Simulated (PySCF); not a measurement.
## Dipole response of S⁺ (sulfur, charge +1)

[Ne] 3s2 3p3, high-spin 4S determinant. All numbers are calculated (PySCF 2.14, the non-relativistic Hamiltonian (point nucleus), in aug-cc-pwCVQZ (10s9p7d5f3g, 134 functions)). Coupled (time-dependent) response in atomic units; α is the mean over directions.

```
method  mean α (bohr³)  C₆ (like pair)  S(−4)
   UHF           10.91           53.60  34.62
   PBE           11.02           54.32  34.26
  PBE0           10.88           53.49  33.22
  PW91           11.02           54.29  34.43
```

S(−4) is the Cauchy moment in α(ω) = α(0) + S(−4) ω² + …

α(iu) at PBE0:

```tsv
u (hartree)	α(iu) (bohr³)
0	10.88
0.0500	10.80
0.100	10.56
0.200	9.719
0.300	8.601
0.500	6.351
0.750	4.268
1.00	2.964
1.50	1.627
2.00	1.027
3.00	0.5307
5.00	0.2361
```

A single London oscillator, α(iu) = α/(1 + u²/ω²), gives C₆ = (3/4) ω α². Matching the computed C₆ needs ω = 4 × 53.49 / (3 × 10.88²) = 0.602 hartree.

For an ion, C₆ is the dispersion term alone; charge-induced terms of lower order in 1/R come first.
